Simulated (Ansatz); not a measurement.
Geometry optimisation, UKS CAM-B3LYP-D4/def2-SVP (Ansatz 0.2.0).

The input (input.yaml):

```yaml
crystal:
  periodic: [false, false, false]
  atoms:
    - { symbol: Ge, position_ang: [0.000319, 0.0, -0.074877] }
    - { symbol: H, position_ang: [0.000103, 0.0, 1.472509] }
    - { symbol: H, position_ang: [1.450143, 0.0, -0.569137] }
    - { symbol: H, position_ang: [-0.724482, 1.255519, -0.569453] }
    - { symbol: H, position_ang: [-0.724482, -1.255519, -0.569453] }
    - { symbol: F, position_ang: [0.0, 0.0, 3.581811] }
magnetization:
  spin_polarized: true
  initial_magnetization: 1
basis:
  gaussian: { orbitals: def2-SVP }
hamiltonian:
  xc: cam_b3lyp
  dispersion: d4
relax:
  f_tol: 0.03
  max_steps: 50
```

Launched with:

```bash
$ ansatz run input.yaml --threads 2 --pin off --max-ram 3072MiB --backend cpu --events-out ev --progress --plain --runs-dir out
```

Problem. Where does it end, and by what steps?

Solution. The run converged. The force dipped under the threshold on the way, but the program's further checks kept it going. After 38 steps the energy has fallen by 1.958 eV; H2 moved furthest, 1.14 Å. Parted: Ge1–H2 (1.55 → 2.78 Å). Joined: H2–F6 (2.11 → 0.93 Å).

| step | energy less start (eV) | largest force component (eV/Å) | accepted |
| --- | --- | --- | --- |
| 0 | 0.0000 | 0.318 | yes |
| 2 | -0.1267 | 0.719 | yes |
| 4 | -0.4159 | 1.506 | yes |
| 6 | -1.3409 | 6.568 | yes |
| 8 | -1.8560 | 0.873 | yes |
| 10 | -1.8898 | 0.049 | yes |
| 12 | -1.8901 | 0.082 | yes |
| 14 | -1.8908 | 0.044 | yes |
| 16 | -1.8792 | 1.182 | no |
| 18 | -1.8978 | 0.449 | yes |
| 20 | -1.9031 | 0.287 | yes |
| 22 | -1.9152 | 0.152 | yes |
| 24 | -1.9237 | 0.088 | yes |
| 26 | -1.9245 | 0.112 | yes |
| 28 | -1.9250 | 0.011 | yes |
| 30 | -1.8773 | 1.720 | no |
| 32 | -1.9321 | 0.518 | yes |
| 34 | -1.9383 | 0.415 | yes |
| 36 | -1.9505 | 0.352 | yes |
| 38 | -1.9575 | 0.014 | yes |

```xyz
6
Properties=species:S:1:pos:R:3
Ge -0.134 -0.248 -0.199
H -0.227 -0.141 2.577
H 1.401 -0.245 -0.195
H -0.702 1.178 -0.259
H -0.689 -1.117 -1.343
F 0.354 0.573 2.690
```

Whether the end is a true minimum wasn't checked by a vibrational analysis.

Time of the run: 64 s on 2 threads of Arm Neoverse V1, on a shared host, peak memory 0.2 GiB.
